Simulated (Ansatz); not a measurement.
Consider the substitution at a C–In bond: `O[CH2][InH][I]` + `OBS` → `OBSCO` + `[InH2][I]`.

Program: Ansatz. Geometries: PBE0-D4/def2-TZVP. ΔE: electronic, gas phase. CBS: MP2 limit from def2 TZ/QZ plus the TZ coupled-cluster correction, frozen cores. Functionals use def2-TZVPP. def2 core potentials past Kr. For I, In outer-core shells are correlated without core-valence functions, which leaves a few kJ/mol of doubt a bond. Each species was taken in one conformer, which may not be the lowest.

`O[CH2][InH][I]`:

```xyz
8

O    -1.073   -0.312    1.248
C    -0.933   -0.389   -0.143
In    1.114    0.001   -0.769
I     2.016    1.633    1.199
H    -0.594    0.459    1.578
H    -1.583    0.321   -0.673
H    -1.219   -1.395   -0.453
H     2.272   -0.318   -1.986
```

`OBS`:

```xyz
6

O     1.223    0.420   -0.747
B    -0.007    0.350   -0.193
S    -0.510   -1.072    0.812
H     1.797   -0.331   -0.569
H    -0.759    1.256   -0.383
H    -1.745   -0.624    1.080
```

`OBSCO`:

```xyz
10

O     1.714    0.411   -0.288
B     0.946   -0.163   -1.243
S    -0.832   -0.315   -1.029
C    -1.086    0.325    0.665
O    -0.854   -0.615    1.666
H     2.644    0.446   -0.523
H     1.403   -0.571   -2.273
H    -0.393    1.148    0.831
H    -2.113    0.705    0.676
H    -1.429   -1.371    1.518
```

`[InH2][I]`:

Cartesian coordinates in Å:
```
In 0.150 0.215 0.187
I -1.096 -1.568 -1.365
H -0.449 1.807 0.030
H 1.395 -0.454 1.148
```

CCSD(T)/CBS gives +3.2 kcal/mol.

Question: Another level gave +1.9 kcal/mol. Which?
A. PBE0-D4/def2-TZVPP
B. PBE/def2-TZVPP
C. HF/def2-TZVPP
D. ωB97X-V/def2-TZVPP

Answer: A. PBE0-D4 1.9, HF/def2-TZVPP -1.8, ωB97X-V 0.8, PBE 3.1 kcal/mol.

Largest T1 diagnostic among the species: 0.013.

From PBE to PBE0 (25 % exact exchange), in def2-TZVPP and without D4, ΔE moves by −1.3 kcal/mol. In def2-TZVPP, CCSD(T) changes the Hartree–Fock value by +4.5 kcal/mol (the triples alone add +0.4 kcal/mol) and MP2 by +5.4 kcal/mol.
